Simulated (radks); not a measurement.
The numbers below are computed, except where a source is named.
Initial-state core-level shifts of the krypton ion Kr2+ when its valence configuration changes from [Ar] 3d10 4s2 4p4. Level of theory: scalar-relativistic Kohn-Sham, r2SCAN, spin-polarised, spherical densities, finite nucleus; open shells are filled with parallel spins first; meta-GGA in the generalised Kohn-Sham scheme; Fermi nuclear charge, rms radius 4.1884 fm (a radial shooting solver on a logarithmic mesh with Libxc functionals). Shifts are changes of the shell-averaged eigenvalues in eV (positive: less bound); the change of the density at the nucleus, which sets a Mossbauer isomer shift, is in e/bohr^3, on a base of 5.011e+04.

| valence | 1s | 2s | 2p | 3p | density at nucleus |
|---|---|---|---|---|---|
| 3d10 4s1 4p5 | -1.663 | -1.607 | -1.608 | -1.608 | -46.220 |
| 3d9 4s2 4p5 | -17.547 | -19.189 | -19.150 | -14.086 | +21.396 |
| 3d9.5 4s1 4p5.5 | -10.310 | -11.066 | -11.046 | -8.590 | -37.572 |
| 3d10 4p6 | -3.387 | -3.266 | -3.269 | -3.256 | -94.203 |
| 3d10 4s1.5 4p4.5 | -0.829 | -0.802 | -0.803 | -0.802 | -23.208 |
| 3d9.5 4s2 4p4.5 | -8.693 | -9.501 | -9.480 | -7.031 | +10.499 |
| 3d8.5 4s2 4p5.5 | -26.566 | -29.066 | -29.014 | -21.168 | +32.645 |
| 3d8 4s2 4p6 | -35.749 | -39.128 | -39.066 | -28.271 | +44.155 |
